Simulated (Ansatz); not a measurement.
Steps of a relaxation of CH₃Cl₃HfO, SMILES `C[O][Hf]([Cl])([Cl])[Cl]` with RKS PBE0-D4/def2-TZVP.

```sh
$ ansatz run in.yaml --threads 2 --pin off --events-out ev --progress --plain --max-ram 32768MiB --backend cuda --devices 0, --max-vram 18GiB
```

```yaml
crystal:
  periodic: [false, false, false]
  atoms:
    - {symbol: C, position_ang: [-0.922090, -0.324060, -1.045770]}
    - {symbol: O, position_ang: [-0.023860, -1.003400, -0.207060]}
    - {symbol: Hf, position_ang: [0.880430, 0.067530, 0.964910]}
    - {symbol: Cl, position_ang: [2.193410, -1.025500, 2.431080]}
    - {symbol: Cl, position_ang: [2.070770, 1.472690, -0.326580]}
    - {symbol: Cl, position_ang: [-0.717460, 1.264690, 1.998820]}
    - {symbol: H, position_ang: [-1.289180, -1.016970, -1.810680]}
    - {symbol: H, position_ang: [-1.779420, 0.045350, -0.459950]}
    - {symbol: H, position_ang: [-0.412590, 0.519670, -1.544760]}
basis:
  gaussian: {orbitals: def2-TZVP}
hamiltonian: {xc: pbe0, dispersion: d4}
relax: {f_tol: 0.005, max_steps: 150}
```

Positions (Å) and forces (eV/Å) along the path, 15 of 24 steps:

```xyz
9
step=1 energy=-42001.9557 eV
C    -0.922   -0.324   -1.046   -0.638    0.035   -0.643
O    -0.024   -1.003   -0.207   -1.142   -1.825   -1.429
Hf    0.880    0.068    0.965    1.090    0.707    1.233
Cl    2.193   -1.026    2.431    1.087   -1.071    1.204
Cl    2.071    1.473   -0.327    1.090    1.207   -1.087
Cl   -0.717    1.265    1.999   -1.357    1.017    0.964
H    -1.289   -1.017   -1.811    0.032    0.138    0.016
H    -1.779    0.045   -0.460    0.151   -0.036   -0.283
H    -0.413    0.520   -1.545   -0.312   -0.173    0.025
9
step=4 energy=-42002.5473 eV
C    -1.034   -0.393   -1.178    0.112   -0.326    0.063
O    -0.094   -0.752   -0.168   -0.236    0.494   -0.207
Hf    0.973    0.201    1.089   -0.163   -0.063   -0.136
Cl    2.224   -1.241    2.444   -0.005   -0.062   -0.028
Cl    2.322    1.624   -0.188   -0.007   -0.008    0.049
Cl   -0.531    1.478    2.348    0.066   -0.022   -0.030
H    -1.192   -1.245   -1.852    0.087    0.111    0.167
H    -1.996   -0.128   -0.723    0.146   -0.023    0.003
H    -0.671    0.455   -1.772    0.000   -0.100    0.118
9
step=6 energy=-42002.6716 eV
C    -1.091   -0.456   -1.243    0.150   -0.008    0.074
O    -0.152   -0.359   -0.203   -0.147    0.030   -0.146
Hf    0.987    0.333    1.116    0.051   -0.019    0.053
Cl    2.072   -1.412    2.251   -0.043    0.026   -0.049
Cl    2.529    1.733    0.049   -0.001   -0.009    0.011
Cl   -0.330    1.597    2.580    0.011   -0.007    0.006
H    -1.042   -1.448   -1.702    0.016    0.066    0.064
H    -2.096   -0.290   -0.848   -0.012   -0.026    0.000
H    -0.876    0.303   -2.000   -0.025   -0.052   -0.014
9
step=8 energy=-42002.6861 eV
C    -1.093   -0.464   -1.247    0.037   -0.022   -0.008
O    -0.171   -0.264   -0.215   -0.057    0.021   -0.054
Hf    0.984    0.366    1.118    0.030   -0.002    0.027
Cl    2.023   -1.446    2.186   -0.025    0.014   -0.027
Cl    2.568    1.748    0.088    0.001   -0.004    0.013
Cl   -0.296    1.608    2.634    0.012   -0.005    0.007
H    -0.998   -1.479   -1.643    0.009    0.040    0.037
H    -2.109   -0.321   -0.869    0.001   -0.011    0.000
H    -0.908    0.252   -2.052   -0.010   -0.031    0.005
9
step=9 energy=-42002.6917 eV
C    -1.101   -0.479   -1.258    0.177    0.004    0.091
O    -0.191   -0.170   -0.232   -0.229   -0.040   -0.261
Hf    0.980    0.405    1.111    0.033   -0.029    0.085
Cl    1.963   -1.473    2.116   -0.025    0.045   -0.041
Cl    2.617    1.778    0.149   -0.019   -0.020   -0.003
Cl   -0.240    1.618    2.702    0.010   -0.023   -0.039
H    -0.963   -1.517   -1.582    0.007    0.144    0.067
H    -2.125   -0.350   -0.896    0.035   -0.010    0.017
H    -0.940    0.189   -2.111    0.012   -0.072    0.085
9
step=10 energy=-42002.6930 eV
C    -1.091   -0.474   -1.246    0.064   -0.134   -0.072
O    -0.199   -0.124   -0.230    0.008    0.077    0.022
Hf    0.973    0.425    1.125   -0.012   -0.109   -0.126
Cl    1.943   -1.503    2.044   -0.033    0.074    0.009
Cl    2.624    1.767    0.141   -0.034   -0.003    0.041
Cl   -0.267    1.622    2.713    0.033   -0.011    0.005
H    -0.934   -1.525   -1.526   -0.041    0.185    0.021
H    -2.120   -0.348   -0.897    0.019    0.002   -0.013
H    -0.930    0.161   -2.125   -0.004   -0.081    0.113
9
step=13 energy=-42002.6969 eV
C    -1.095   -0.481   -1.251   -0.002    0.001   -0.010
O    -0.214   -0.085   -0.243   -0.002   -0.007   -0.005
Hf    0.973    0.428    1.111    0.000    0.007    0.007
Cl    1.934   -1.501    2.025    0.001   -0.001   -0.002
Cl    2.621    1.801    0.173   -0.001   -0.002   -0.001
Cl   -0.230    1.596    2.746    0.000   -0.002   -0.003
H    -0.954   -1.542   -1.474   -0.003    0.012    0.005
H    -2.126   -0.318   -0.928    0.009    0.000   -0.003
H    -0.909    0.102   -2.158   -0.001   -0.008    0.013
9
step=14 energy=-42002.6970 eV
C    -1.095   -0.481   -1.251   -0.011    0.005   -0.015
O    -0.215   -0.081   -0.244   -0.001   -0.006   -0.003
Hf    0.972    0.431    1.111    0.002   -0.003    0.004
Cl    1.938   -1.501    2.012    0.002    0.000   -0.001
Cl    2.617    1.810    0.175   -0.002    0.001   -0.001
Cl   -0.230    1.585    2.756   -0.002    0.001   -0.003
H    -0.969   -1.549   -1.453   -0.004    0.022    0.006
H    -2.126   -0.296   -0.939    0.021   -0.004   -0.009
H    -0.892    0.081   -2.167   -0.005   -0.015    0.022
9
step=16 energy=-42002.6971 eV
C    -1.094   -0.480   -1.251   -0.021   -0.006   -0.018
O    -0.213   -0.086   -0.242    0.000   -0.005   -0.001
Hf    0.973    0.429    1.112   -0.003   -0.004   -0.003
Cl    1.959   -1.498    2.004   -0.001    0.001   -0.001
Cl    2.604    1.823    0.175   -0.002    0.003    0.002
Cl   -0.240    1.566    2.761    0.003    0.002    0.000
H    -1.001   -1.556   -1.426   -0.006    0.037    0.003
H    -2.123   -0.254   -0.955    0.039   -0.008   -0.013
H    -0.863    0.055   -2.176   -0.009   -0.021    0.030
9
step=17 energy=-42002.6972 eV
C    -1.095   -0.480   -1.251   -0.031   -0.016   -0.022
O    -0.211   -0.094   -0.242   -0.009   -0.002   -0.006
Hf    0.973    0.425    1.111    0.007    0.010    0.012
Cl    1.972   -1.497    2.001   -0.001    0.002   -0.003
Cl    2.592    1.837    0.179   -0.001   -0.005   -0.001
Cl   -0.239    1.558    2.763   -0.001   -0.005   -0.003
H    -1.026   -1.560   -1.413   -0.004    0.045    0.005
H    -2.120   -0.226   -0.966    0.049   -0.009   -0.013
H    -0.844    0.037   -2.182   -0.010   -0.020    0.031
9
step=19 energy=-42002.6973 eV
C    -1.094   -0.480   -1.251   -0.018   -0.007   -0.013
O    -0.211   -0.094   -0.242    0.002    0.001    0.000
Hf    0.973    0.427    1.112   -0.004   -0.009    0.000
Cl    1.976   -1.495    1.997    0.001    0.000   -0.001
Cl    2.590    1.839    0.176    0.001    0.004    0.001
Cl   -0.244    1.549    2.767    0.000    0.004    0.000
H    -1.035   -1.560   -1.404    0.000    0.018    0.005
H    -2.117   -0.214   -0.971    0.018   -0.005   -0.005
H    -0.837    0.028   -2.184   -0.001   -0.006    0.013
9
step=20 energy=-42002.6973 eV
C    -1.095   -0.480   -1.251    0.019    0.005    0.015
O    -0.211   -0.093   -0.242   -0.014   -0.005   -0.014
Hf    0.973    0.426    1.112    0.002    0.004    0.001
Cl    1.978   -1.496    1.994    0.001   -0.001    0.000
Cl    2.588    1.842    0.179   -0.001   -0.001    0.000
Cl   -0.243    1.550    2.767    0.000   -0.001    0.000
H    -1.038   -1.561   -1.400   -0.002    0.000   -0.002
H    -2.117   -0.211   -0.973   -0.002    0.001    0.000
H    -0.834    0.023   -2.186   -0.002   -0.001   -0.001
9
step=21 energy=-42002.6973 eV
C    -1.095   -0.480   -1.251    0.000    0.000   -0.001
O    -0.211   -0.093   -0.242    0.000    0.000    0.001
Hf    0.973    0.426    1.112    0.000    0.000    0.000
Cl    1.979   -1.496    1.992    0.000    0.000    0.000
Cl    2.587    1.843    0.179   -0.001    0.000    0.000
Cl   -0.244    1.548    2.768    0.000    0.000    0.000
H    -1.041   -1.562   -1.397    0.000    0.000    0.000
H    -2.116   -0.207   -0.975    0.000    0.001    0.000
H    -0.832    0.020   -2.187    0.000    0.000    0.000
9
step=23 energy=-42002.6974 eV
C    -1.095   -0.480   -1.251   -0.009   -0.004   -0.010
O    -0.211   -0.095   -0.242    0.004    0.003    0.005
Hf    0.973    0.426    1.112    0.000   -0.002    0.001
Cl    1.993   -1.494    1.983   -0.001    0.001   -0.001
Cl    2.577    1.856    0.182    0.000    0.000    0.000
Cl   -0.247    1.533    2.776    0.000    0.000   -0.001
H    -1.069   -1.566   -1.373   -0.001    0.011    0.000
H    -2.111   -0.173   -0.991    0.010   -0.004   -0.004
H    -0.809   -0.008   -2.195   -0.004   -0.006    0.009
9
step=24 energy=-42002.6974 eV
C    -1.095   -0.480   -1.251   -0.003   -0.001   -0.005
O    -0.211   -0.094   -0.242    0.003    0.002    0.004
Hf    0.973    0.426    1.112    0.000   -0.002   -0.001
Cl    1.992   -1.494    1.983    0.000    0.001    0.000
Cl    2.578    1.855    0.182    0.000    0.000    0.000
Cl   -0.247    1.534    2.775    0.000    0.000    0.000
H    -1.067   -1.565   -1.374   -0.001    0.003    0.000
H    -2.111   -0.175   -0.991    0.003   -0.001   -0.002
H    -0.811   -0.006   -2.194   -0.002   -0.002    0.004
```

Run time 92 s (2 threads of an AMD EPYC 7R13 on a shared host and a share of an NVIDIA H100 80 GB); peak host memory 0.89 GiB.
